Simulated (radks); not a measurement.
The numbers below are computed, except where a source is named.
Al+, 12 electrons, occupied as [Ne] 3s2. Code: a radial shooting solver on a logarithmic mesh with Libxc functionals. Model: non-relativistic Kohn-Sham, r2SCAN, spin-polarised, spherical densities, point nucleus; meta-GGA in the generalised Kohn-Sham scheme. Some entries of the table are withheld. Estimate them.

orbital,occ.,eigenvalue (eV),<r> (bohr)
1s,2,-1526.430,(1)
2s,2,-119.6519,0.6248
2p,6,-79.8523,(2)
3s,2,-14.9358,2.398

Answer. 
(1) 1s <r> (bohr): 0.1205
(2) 2p <r> (bohr): 0.6019
